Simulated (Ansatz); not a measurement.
One change: `BC` becomes `B[CH2][GaH2]`.

Ansatz, PBE0-D4/def2-TZVP geometries, multiplicity 1. 

Scalar relativity is left out up to krypton.

```tsv
property	`BC`
LUMO energy (ωB97M-V/def2-TZVPP) / eV	0.70
HOMO–LUMO gap (PBE/def2-TZVPP) / eV	5.31
LUMO energy (B3LYP/def2-TZVPP) / eV	-1.47
HOMO energy (ωB97M-V/def2-TZVPP) / eV	-11.33
HOMO energy (PBE0/def2-TZVPP) / eV	-8.99
ideal-gas entropy at 298 K and 1 bar (rigid rotor, harmonic PBE0-D4/def2-TZVP) / J/(mol·K)	248
```

Problem. Give the same properties after the change, and the shifts. (Estimate.)

Solution. The calculation gave: 
| property | `B[CH2][GaH2]` | shift |
| --- | --- | --- |
| LUMO energy (ωB97M-V/def2-TZVPP) / eV | -0.38 | -1.08 |
| HOMO–LUMO gap (PBE/def2-TZVPP) / eV | 4.10 | -1.21 |
| LUMO energy (B3LYP/def2-TZVPP) / eV | -2.40 | -0.93 |
| HOMO energy (ωB97M-V/def2-TZVPP) / eV | -10.37 | 0.96 |
| HOMO energy (PBE0/def2-TZVPP) / eV | -8.22 | 0.77 |
| ideal-gas entropy at 298 K and 1 bar (rigid rotor, harmonic PBE0-D4/def2-TZVP) / J/(mol·K) | 325 | 77 |

With PBE0 the HOMO rises by 0.77 eV and the LUMO falls by 0.92 eV, so the gap narrows by about 1.69 eV. PBE moves the HOMO by 0.47 eV and ωB97M-V by 0.96 eV. The zero-point energy changes by 12.0 kJ/mol with +6 modes. Modes under 60 cm⁻¹, often nearly free rotors, make the harmonic entropy too high.

B3LYP here is the variant with VWN-RPA as its local correlation; programs differ in this.
